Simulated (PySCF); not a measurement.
# `C=CCN(N)C1CC1`, C6H12N2

Cartesian coordinates in Å; atom numbers follow the order of the lines, from 1:
```xyz
20

C     3.015   -1.228   -0.845
C     2.268   -0.259   -0.355
C     0.906    0.095   -0.862
N    -0.008    0.335    0.248
N     0.414    1.479    0.972
C    -1.376    0.419   -0.180
C    -2.433    0.031    0.810
C    -2.137   -0.859   -0.358
H     2.680   -1.849   -1.660
H     3.998   -1.440   -0.460
H     2.608    0.358    0.464
H     0.496   -0.717   -1.464
H     0.984    0.995   -1.503
H     0.155    2.346    0.487
H    -0.048    1.471    1.876
H    -1.605    1.245   -0.864
H    -3.359    0.587    0.822
H    -2.102   -0.301    1.781
H    -2.855   -0.921   -1.162
H    -1.606   -1.776   -0.160
```

The calculation used PySCF, GIAO PBE0/pcSseg-1 magnetisability, rotational g tensor and spin-rotation constants, non-relativistic, gas phase. Geometry: GFN2-xTB.

(1) What are the magnetisability and the molar susceptibility?

(2) Split it along the inertial axes a, b, c into diamagnetic and paramagnetic parts about the centre of mass, with the quadrupole moment.

(3) And the rotational g tensor?

Results:

(1) Isotropic -1411 × 10⁻³⁰ J/T², or -85.0 × 10⁻⁶ cm³/mol; principal values -1470, -1429, -1335 × 10⁻³⁰ J/T², anisotropy 119 × 10⁻³⁰ J/T² (root of half the summed squared differences of the principal values). The susceptibility is in cgs units.

(2) 
```csv
axis,χ (10⁻⁶ cm³/mol),diamagnetic (10⁻⁶ cm³/mol),paramagnetic (10⁻⁶ cm³/mol),summed x² of all electrons (Å²),quadrupole Θ (D Å)
a,-86.9,-426.7,339.7,246.6,-0.91
b,-81.1,-1161.7,1080.7,73.3,+2.44
c,-87.0,-1357.0,1270.0,27.3,-1.53
```
Anisotropies 2χaa − χbb − χcc = -5.8 and 2χbb − χaa − χcc = +11.8 × 10⁻⁶ cm³/mol. Θ is traceless in Buckingham's convention.

(3) 
```csv
axis,rotational constant (GHz),g,nuclear part,electronic part
a,4.0259,-0.0002,0.6423,-0.6425
b,1.1703,-0.0044,0.5898,-0.5942
c,0.9867,+0.0001,0.5888,-0.5887
```
Asymmetric top; isotopes 12C, 1H, 14N; no vibrational averaging.
